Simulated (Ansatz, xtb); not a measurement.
**Ranking isomers of ClHNOSi**

4 gas-phase structures of ClHNOSi, found in a search over its isomers (lower ones may exist). Each was relaxed with GFN2-xTB:

A. `Cl[Si@H]1[N]O1`, a doublet
B. `[NH][Si](=O)Cl`, a doublet
C. `O=N[SiH]Cl`, a doublet
D. `[N]=[Si](O)Cl`, a doublet

Q: Which do you expect lowest at r2SCAN-D4/def2-SVP, and how would the others follow?

A: Calculated order at r2SCAN-D4/def2-SVP: B (0.0), D (4.7), A (25.2), C (39.4) kcal/mol.

Energies above the lowest of each column, in kcal/mol; the last columns are at PBE0-D3(BJ)/def2-SVP geometries and were run for some of them only (a dash: not run or not comparable):

```csv
structure,GFN2-xTB,HF/STO-3G,r2SCAN-D4/def2-SVP,PBE0-D3(BJ)/def2-SVP,CCSD(T)/def2-SVP
B,0.0,9.0,0.0,0.0,0.0
D,14.9,11.1,4.7,11.7,11.6
A,44.3,0.0,25.2,29.6,32.1
C,48.5,23.2,39.4,–,–
```

CCSD(T)/def2-SVP puts B lowest of those it was run on; HF/STO-3G picks A. Flexible structures stand in one conformer each, not always the lowest. Frequencies (PBE0-D3(BJ)/def2-SVP) were run for A, B, D alone. Open shells are spin-unrestricted, some with notable spin contamination.

Over these structures GFN2-xTB departs from r2SCAN-D4/def2-SVP by 5.0 kcal/mol on average once a common shift is removed. A GFN2-xTB relaxation took about 0.21 s and the r2SCAN-D4/def2-SVP energy about 6.9 s on a shared host (Ansatz 0.2.0, xtb 6.7.1).
